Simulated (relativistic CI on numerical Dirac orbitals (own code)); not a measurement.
**Energy levels of Pm²⁰⁺**

Method of calculation: Dirac-Coulomb-Breit CI, separate exchange-only KLI orbitals for each configuration, model QED (radiative potential, 1s self-energy scaled to tabulated hydrogen-like ionisation energies), unscaled Slater integrals (own radial code, finite nucleus).

Configuration list (outside the closed core [Ar] 3d10): 4s2.4p6.4d5, 4s2.4p5.4d6, 4s2.4p6.4d4.4f, 4s.4p6.4d5.4f, 4p6.4d7, 4p5.4d8, 4s2.4p6.4d3.5s2, 4s2.4p6.4d2.4f.5s2, 4s.4p6.4d3.4f.5s2. Double excitations out of closed p, d and f shells are left out; levels of such configurations are missing from the list, as are those of other unlisted configurations, and high levels can miss mixing partners.

The lowest level is 4s2.4p6.4d5 6S_5/2, with 70 % of that term; Hund's rules for 4s2.4p6.4d5 give 6S with J = 5/2, in agreement.

| No. | Configuration | Term | J | E (eV) | % | Lifetime (s) | jj configuration (%) |
| --- | --- | --- | --- | --- | --- | --- | --- |
| 1 | 4s2.4p6.4d5 | 6S | 5/2 | 0.000 | 70 |  | 4d3/2^3 4d5/2^2 (38) |
| 2 | 4s2.4p6.4d5 | 4G | 5/2 | 5.305 | 26 | 9.44e-04 | 4d5/2 (56) |
| 3 | 4s2.4p6.4d5 | 4G | 7/2 | 8.031 | 54 | 2.51e-03 | 4d3/2^3 4d5/2^2 (92) |
| 4 | 4s2.4p6.4d5 | 4D | 3/2 | 8.363 | 44 | 4.49e-04 | 4d3/2^3 4d5/2^2 (90) |
| 5 | 4s2.4p6.4d5 | 4G | 11/2 | 8.503 | 63 |  | 4d3/2^3 4d5/2^2 (84) |
| 6 | 4s2.4p6.4d5 | 4G | 5/2 | 9.163 | 37 | 6.99e-04 | 4d3/2^3 4d5/2^2 (53) |
| 7 | 4s2.4p6.4d5 | 4G | 9/2 | 9.176 | 71 | 4.60e-02 | 4d3/2^3 4d5/2^2 (67) |
| 8 | 4s2.4p6.4d5 | 4P | 1/2 | 9.930 | 62 | 1.16e-02 | 4d3/2^3 4d5/2^2 (63) |
| 9 | 4s2.4p6.4d5 | 4D | 7/2 | 11.505 | 44 | 1.84e-03 | 4d3/2^2 4d5/2^3 (54) |
| 10 | 4s2.4p6.4d5 | 2D | 5/2 | 11.997 | 35 | 4.37e-04 | 4d3/2^3 4d5/2^2 (52) |
| 11 | 4s2.4p6.4d5 | 2I | 11/2 | 13.103 | 64 | 1.18e-03 | 4d3/2^2 4d5/2^3 (87) |
| 12 | 4s2.4p6.4d5 | 2F | 7/2 | 13.236 | 34 | 1.36e-03 | 4d3/2^2 4d5/2^3 (52) |
| 13 | 4s2.4p6.4d5 | 4D | 1/2 | 13.725 | 71 | 6.85e-04 | 4d3/2^2 4d5/2^3 (88) |
| 14 | 4s2.4p6.4d5 | 2D | 3/2 | 13.754 | 46 | 1.48e-03 | 4d3/2^2 4d5/2^3 (50) |
| 15 | 4s2.4p6.4d5 | 2G | 9/2 | 14.139 | 46 | 1.24e-03 | 4d3/2^2 4d5/2^3 (68) |
| 16 | 4s2.4p6.4d5 | 4F | 3/2 | 14.381 | 46 | 2.54e-04 | 4d3/2^2 4d5/2^3 (82) |
| 17 | 4s2.4p6.4d5 | 2I | 13/2 | 14.527 | 100 | 5.84e-03 | 4d3/2^2 4d5/2^3 (100) |
| 18 | 4s2.4p6.4d5 | 2F | 5/2 | 15.329 | 34 | 3.75e-04 | 4d3/2^2 4d5/2^3 (72) |
| 19 | 4s2.4p6.4d5 | 2H | 9/2 | 16.825 | 53 | 3.44e-04 | 4d3/2^2 4d5/2^3 (99) |
| 20 | 4s2.4p6.4d5 | 4F | 5/2 | 17.457 | 41 | 2.88e-04 | 4d3/2^2 4d5/2^3 (68) |
| 21 | 4s2.4p6.4d5 | 2G | 7/2 | 17.621 | 59 | 1.34e-03 | 4d3/2^2 4d5/2^3 (94) |
| 22 | 4s2.4p6.4d5 | 2F | 5/2 | 18.773 | 41 | 1.99e-04 | 4d3/2 4d5/2^4 (49) |
| 23 | 4s2.4p6.4d5 | 2D | 3/2 | 18.891 | 67 | 6.55e-04 | 4d3/2^2 4d5/2^3 (43) |
| 24 | 4s2.4p6.4d5 | 2F | 7/2 | 19.307 | 62 | 4.00e-04 | 4d3/2^2 4d5/2^3 (61) |
| 25 | 4s2.4p6.4d5 | 2S | 1/2 | 20.079 | 72 | 3.17e-04 | 4d3/2^2 4d5/2^3 (43) |
| 26 | 4s2.4p6.4d5 | 4F | 7/2 | 20.661 | 44 | 2.61e-04 | 4d3/2 4d5/2^4 (82) |
| 27 | 4s2.4p6.4d5 | 2G | 9/2 | 20.921 | 52 | 6.05e-04 | 4d3/2^2 4d5/2^3 (51) |
| 28 | 4s2.4p6.4d5 | 2H | 11/2 | 21.149 | 66 | 2.38e-04 | 4d3/2 4d5/2^4 (96) |
| 29 | 4s2.4p6.4d5 | 2D | 3/2 | 22.600 | 74 | 1.74e-04 | 4d3/2 4d5/2^4 (61) |
| 30 | 4s2.4p6.4d5 | 2D | 5/2 | 23.767 | 64 | 1.85e-04 | 4d3/2 4d5/2^4 (73) |
| 31 | 4s2.4p6.4d5 | 2G | 9/2 | 24.864 | 93 | 3.71e-04 | 4d3/2^2 4d5/2^3 (52) |
| 32 | 4s2.4p6.4d5 | 2D | 5/2 | 25.258 | 53 | 2.28e-04 | 4d5/2^5 (46) |
| 33 | 4s2.4p6.4d5 | 2G | 7/2 | 26.171 | 79 | 2.95e-04 | 4d3/2 4d5/2^4 (76) |
| 34 | 4s2.4p6.4d5 | 2P | 3/2 | 27.474 | 80 | 4.62e-04 | 4d3/2^2 4d5/2^3 (83) |
| 35 | 4s2.4p6.4d5 | 2P | 1/2 | 30.042 | 85 | 2.35e-04 | 4d3/2 4d5/2^4 (61) |
| 36 | 4s2.4p6.4d5 | 2D | 5/2 | 32.189 | 89 | 1.19e-04 | 4d3/2^2 4d5/2^3 (55) |
| 37 | 4s2.4p6.4d5 | 2D | 3/2 | 33.333 | 79 | 1.48e-04 | 4d3/2 4d5/2^4 (80) |
| 38 | 4s2.4p5.4d6 | 6F° | 11/2 | 109.675 | 79 | 2.41e-09 | 4p3/2^3 4d5/2^2 (56) |
| 39 | 4s2.4p5.4d6 | 4D° | 7/2 | 112.960 | 34 | 1.02e-10 | 4p3/2^3 4d5/2^2 (61) |
| 40 | 4s2.4p5.4d6 | 4P° | 5/2 | 113.184 | 46 | 6.76e-10 | 4p3/2^3 4d5/2^2 (69) |
| 41 | 4s2.4p5.4d6 | 6D° | 9/2 | 113.366 | 57 | 3.24e-09 | 4p3/2^3 4d3/2^3 4d5/2^3 (46) |
| 42 | 4s2.4p5.4d6 | 6F° | 9/2 | 114.428 | 55 | 4.48e-10 | 4p3/2^3 4d3/2^3 4d5/2^3 (56) |
| 43 | 4s2.4p5.4d6 | 6P° | 5/2 | 115.530 | 42 | 3.64e-11 | 4p3/2^3 4d3/2^3 4d5/2^3 (41) |
| 44 | 4s2.4p5.4d6 | 6P° | 3/2 | 115.724 | 47 | 3.36e-11 | 4p3/2^3 4d3/2^3 4d5/2^3 (38) |
| 45 | 4s2.4p5.4d6 | 4F° | 7/2 | 116.635 | 25 | 8.82e-11 | 4p3/2^3 4d3/2^3 4d5/2^3 (65) |
| 46 | 4s2.4p5.4d6 | 4P° | 1/2 | 116.637 | 30 | 6.72e-10 | 4p3/2^3 4d5/2^2 (59) |
| 47 | 4s2.4p5.4d6 | 4G° | 11/2 | 117.016 | 32 | 7.48e-10 | 4p3/2^3 4d3/2^3 4d5/2^3 (59) |
| 48 | 4s2.4p5.4d6 | 4H° | 13/2 | 117.499 | 76 | 3.52e-10 | 4p3/2^3 4d3/2^3 4d5/2^3 (89) |
| 49 | 4s2.4p5.4d6 | 4P° | 3/2 | 117.599 | 39 | 9.63e-11 | 4p3/2^3 4d3/2^3 4d5/2^3 (55) |
| 50 | 4s2.4p5.4d6 | 4F° | 5/2 | 117.787 | 24 | 1.32e-10 | 4p3/2^3 4d3/2^3 4d5/2^3 (56) |
| 51 | 4s2.4p5.4d6 | 6F° | 7/2 | 118.560 | 23 | 8.48e-11 | 4p3/2^3 4d5/2^2 (42) |
| 52 | 4s2.4p5.4d6 | 4F° | 3/2 | 119.200 | 41 | 1.64e-10 | 4p3/2^3 4d3/2^3 4d5/2^3 (63) |
| 53 | 4s2.4p5.4d6 | 2F° | 7/2 | 119.299 | 32 | 2.40e-10 | 4p3/2^3 4d3/2^3 4d5/2^3 (80) |
| 54 | 4s2.4p5.4d6 | 4H° | 9/2 | 119.479 | 32 | 1.11e-10 | 4p3/2^3 4d3/2^3 4d5/2^3 (67) |
| 55 | 4s2.4p5.4d6 | 2P° | 1/2 | 119.736 | 31 | 3.67e-10 | 4p3/2^3 4d3/2^3 4d5/2^3 (61) |
| 56 | 4s2.4p5.4d6 | 4G° | 5/2 | 120.717 | 15 | 4.29e-11 | 4p3/2^3 4d3/2^3 4d5/2^3 (38) |
| 57 | 4s2.4p5.4d6 | 4I° | 15/2 | 120.889 | 87 | 1.98e-09 | 4p3/2^3 4d3/2^3 4d5/2^3 (86) |
| 58 | 4s2.4p5.4d6 | 4H° | 11/2 | 121.233 | 44 | 8.48e-11 | 4p3/2^3 4d3/2^3 4d5/2^3 (58) |
| 59 | 4s2.4p5.4d6 | 4D° | 7/2 | 121.283 | 41 | 1.42e-10 | 4p3/2^3 4d3/2^2 4d5/2^4 (58) |
| 60 | 4s2.4p5.4d6 | 4D° | 3/2 | 121.320 | 35 | 7.21e-11 | 4p3/2^3 4d3/2^3 4d5/2^3 (76) |
| 61 | 4s2.4p5.4d6 | 4F° | 5/2 | 121.492 | 28 | 4.58e-11 | 4p3/2^3 4d3/2^3 4d5/2^3 (63) |
| 62 | 4s2.4p5.4d6 | 4G° | 9/2 | 121.564 | 28 | 1.02e-10 | 4p3/2^3 4d3/2^3 4d5/2^3 (74) |
| 63 | 4s2.4p5.4d6 | 2F° | 7/2 | 122.532 | 18 | 7.38e-11 | 4p3/2^3 4d3/2^3 4d5/2^3 (58) |
| 64 | 4s2.4p5.4d6 | 4D° | 5/2 | 122.571 | 29 | 5.31e-11 | 4p3/2^3 4d3/2^3 4d5/2^3 (43) |
| 65 | 4s2.4p5.4d6 | 4H° | 13/2 | 122.685 | 44 | 1.32e-10 | 4p3/2^3 4d3/2^3 4d5/2^3 (92) |
| 66 | 4s2.4p5.4d6 | 4D° | 3/2 | 122.849 | 32 | 4.36e-11 | 4p3/2^3 4d3/2^3 4d5/2^3 (30) |
| 67 | 4s2.4p5.4d6 | 2G° | 9/2 | 123.042 | 29 | 5.71e-11 | 4p3/2^3 4d3/2^3 4d5/2^3 (47) |
| 68 | 4s2.4p5.4d6 | 4G° | 11/2 | 123.753 | 38 | 1.01e-10 | 4p3/2^3 4d3/2^2 4d5/2^4 (58) |
| 69 | 4s2.4p5.4d6 | 4F° | 7/2 | 123.761 | 38 | 4.28e-11 | 4p3/2^3 4d3/2^3 4d5/2^3 (53) |
| 70 | 4s2.4p5.4d6 | 4P° | 1/2 | 123.887 | 64 | 3.84e-11 | 4p3/2^3 4d3/2^3 4d5/2^3 (45) |

Energies count from the lowest computed level; ° marks odd parity; lifetimes are radiative, by E1, M1, E2, M2, E3 decay to levels of this space only; some are left blank where a channel outside the calculation adds to the decay or the decay crosses a small, uncertain gap. Filled j subshells are mostly left out of the jj labels.

The mean weight of the leading LS term, summed over parents, in these 70 levels is 50 %, and that of the leading jj configuration (from the same eigenvectors) 64 %, so jj coupling describes them better and the LS labels are nominal.

At this charge energies of transitions that change n are usually good to better than 1 %, and those within a shell (Δn = 0) to a few per cent. Terms inside the open d or f shell come out 10 to 20 % too wide with unscaled integrals.

LS names give the leading component of a level, which can be under half, so a name can repeat, a term be missing and a line seem to break the LS rules.
